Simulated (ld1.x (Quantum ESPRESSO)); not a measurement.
Results of a calculation; reference values are marked as such.
# Potentials for oxygen compared

Generated with ld1.x 7.5 (TM, RRKJ, ultrasoft, PAW), atompaw 4.2 or ONCVPSP 4.0.1. The cutoff is in Ry: for ld1.x and atompaw files where the sum of valence levels is converged to 10 mRy in a Bessel basis, for ONCV files where the hardest occupied wave has 1 mHa per electron of residual kinetic energy. The error is the largest all-electron minus pseudo excitation energy over each file’s own four to seven test configurations (ionisations up to +4, promotions, holes and added fractions of an electron), all of which were solved. The labels leave out finer settings (local radius, basis sizes, second energies), which also bear on the numbers. Spin-polarised tests are not counted. The rows are a selection from randomly drawn settings: files with unsolved tests, undetermined cutoffs or missed reference levels are left out.

```csv
potential,cutoff (Ry),largest error (meV),bound ghosts
"TM, Wu–Cohen, non-relativistic, rc 0.95/1.80 (sp), local smoothed, core correction yes, reference 2s2 2p4",70,+1581,none
"PAW, LDA (PZ), scalar-relativistic, rc 1.05/1.70/1.35 (spd), local smoothed, core correction yes, reference 2s2 2p4",25,-6.4,none
"RRKJ, PBE, scalar-relativistic, rc 0.75/1.45 (sp), local p, core correction yes, reference 2s2 2p4",140,+1773,none
"TM, PBE, scalar-relativistic, rc 0.80/1.15 (sp), local p, core correction yes, reference 2s1.5 2p4.5",90,+1061,none
"ultrasoft, PBE, scalar-relativistic, rc 1.00/1.80 (sp), local smoothed, core correction no, reference 2s1.75 2p4.25",21,-28,none
```

Fill in the row for O: PAW, BP86, non-relativistic, rc 0.85/1.65 (sp), local smoothed, core correction yes, reference 2s2 2p3.75.

cutoff 30 Ry, largest error -6.4 meV, bound ghosts: none.

Fill in the row for O: TM, LDA (PZ), non-relativistic, rc 0.60/1.50 (sp), local p, core correction no, reference 2s2 2p4.

cutoff 200 Ry, largest error +647 meV, bound ghosts: none.
